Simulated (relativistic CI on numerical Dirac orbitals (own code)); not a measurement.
**Slater and spin-orbit integrals, I¹³⁺**

Method of calculation: Dirac-Coulomb-Breit CI, orbitals from a KLI potential per configuration, QED by a radiative potential, unscaled Slater integrals (own radial code, finite nucleus).

Slater integrals F^k, G^k are unscaled and averaged over j, outside the closed core [Ar] 3d10; ζ comes from projecting the Hamiltonian with its Breit term on Σ l·s of the shell.

- 4s2.4p6.4d4: F^2(4d,4d) = 127650, F^4(4d,4d) = 86207, ζ(4d) = 7061.7 cm⁻¹; <r>(4d) = 0.7969, <r^2>(4d) = 0.7262 (bohr units).
- 4s2.4p5.4d5: ζ(4p) = 67049, F^2(4d,4d) = 127730, F^4(4d,4d) = 86260, F^2(4p,4d) = 132750, G^1(4p,4d) = 168280, G^3(4p,4d) = 106110, ζ(4d) = 7052.1 cm⁻¹; <r>(4p) = 0.7411, <r^2>(4p) = 0.6208, <r>(4d) = 0.7961, <r^2>(4d) = 0.725 (bohr units).
- 4s2.4p6.4d3.4f: F^2(4d,4d) = 127740, F^4(4d,4d) = 86264, ζ(4d) = 7105, F^2(4d,4f) = 120110, F^4(4d,4f) = 78657, G^1(4d,4f) = 140930, G^3(4d,4f) = 91114, G^5(4d,4f) = 65241, ζ(4f) = 439.8 cm⁻¹; <r>(4d) = 0.7961, <r^2>(4d) = 0.725, <r>(4f) = 0.8738, <r^2>(4f) = 0.8834 (bohr units).

Question: Give the Racah parameters of the d shell in 4s2.4p6.4d4.

Answer: B = F²/49 − 5F⁴/441 = 1628 cm⁻¹ and C = 35F⁴/441 = 6842 cm⁻¹.

Averages of the first 10 configurations, taken without configuration mixing, which lowers the lowest level and can move excited configurations by several eV; other configurations of the list can lie among them:

```tsv
Configuration	Parity	States	Average energy above the lowest level (eV)
4s2.4p6.4d4	even	210	8.9
4s2.4p5.4d5	odd	1512	97.8
4s2.4p6.4d3.4f	odd	1680	103.0
4s.4p6.4d5	even	504	160.6
4s2.4p6.4d3.5s	even	240	100.9
4s2.4p6.4d3.5p	odd	720	122.1
4s2.4p6.4d2.4f.5s	odd	1260	196.2
4s.4p6.4d4.4f	odd	5880	253.7
4s2.4p6.4d3.5d	even	1200	154.3
4s2.4p6.4d2.5s.5p	odd	540	217.7
```
